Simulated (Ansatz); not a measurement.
[Cu(NH3)2]+ (CuN2H6⁺). Charge 1, multiplicity 1. Geometry PBE0-D4/def2-TZVP, basis def2-TZVP, Ansatz.

| run | HOMO (eV) | LUMO (eV) |
| --- | --- | --- |
| A | -10.35 | -5.74 |
| B | -11.88 | -4.49 |
| C | -10.95 | -4.93 |
| D | -11.81 | -4.81 |
| E | -10.35 | -5.26 |
| F | -11.65 | -5.18 |

B3LYP takes the VWN-RPA correlation.

Question: The runs used B3LYP, PBE, PBE0, r2SCAN, r2SCAN0, r2SCANh. Estimate which is which.

Answer: A PBE (0 % exact exchange); B r2SCAN0 (25 % exact exchange); C r2SCANh (10 % exact exchange); D PBE0 (25 % exact exchange); E r2SCAN (0 % exact exchange); F B3LYP (20 % exact exchange). Exact exchange lowers occupied and raises empty levels; among semilocal functionals meta-GGAs tend to open the gap a little, and such runs are hard to tell apart. The gap grows from 4.61 eV (PBE) to 7.38 eV (r2SCAN0).
